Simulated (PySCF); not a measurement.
# How methods differ on the ionisation energy of Pb⁶¹⁺

Pb⁶¹⁺ [Ar] 3d3 [3d3/2^3, M_J = 3/2] → Pb⁶²⁺ [Ar] 3d2 [3d3/2^2, M_J = 2], as a difference of total energies. Calculation: PySCF 2.14, in an uncontracted even-tempered set (15 s from 19 bohr⁻², ratio 2.8; 13 p from 25 bohr⁻², ratio 2.8; 8 d from 25 bohr⁻², ratio 2.8; 3 f from 80 bohr⁻², ratio 3); the two-component X2C-1e Hamiltonian. Correlated levels: [Ne] frozen; the 78 highest virtual spinors dropped. "Screened" scales the spin-orbit matrix elements by Boettger's factors to mimic the two-electron term; Breit and QED terms are absent.

```csv
method,ionisation energy (eV)
GHF (spin-free),6543.8
GMP2 (spin-free),6543.5
GHF (screened spin-orbit),6600.9
GMP2 (screened spin-orbit),6601.7
```

Breit and QED terms and the two-electron picture change are absent.

The spin-free rows relax to the high-spin LS determinant and lack the spin-orbit shift.

The labels give the starting determinants; with spin-orbit coupling the two ends relaxed to ⟨J²⟩ = 3.76, ⟨L²⟩ = 7.55, ⟨S²⟩ = 2.09 and ⟨J²⟩ = 6.00, ⟨L²⟩ = 10.10, ⟨S²⟩ = 1.56.

For comparison: 6597 ± 12 eV (theoretical estimate listed by NIST; NIST Atomic Spectra Database, ionization energies).
